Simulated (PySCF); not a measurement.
O3W, SMILES [O]=[W](=[O])=[O] (connectivity only; charge and spin as stated), charge -1, multiplicity 2.

The structure is a stationary point at B3LYP-D3(BJ)/def2-SVPD. The multiplicity is an assumed one; other spin states were not compared. The isomer is the one that the SMILES or the coordinates give; other isomers of the formula were not compared. The def2 effective core potentials stand for the cores of W; spin–orbit coupling is left out.

Two levels are set side by side: PBE/def2-TZVPD (PySCF) and ωB97X/def2-TZVPD (PySCF). Same geometry, gas phase. Differences are taken from unrounded values.

```
quantity                     ωB97X   PBE  PBE minus ωB97X
---------------------------  -----  ----  ---------------
α-spin orbital gap (eV)       8.89  3.33            -5.56
β-spin orbital gap (eV)       8.76  2.63            -6.13
mean polarisability (bohr³)   61.0  66.9              6.0
```

PBE's more diffuse valence density responds more strongly to a field. Differences between two approximate levels are no errors against the true value.

Rough cost on one machine, each run with all the roots and properties that it gave: ωB97X against PBE within a factor of 2.
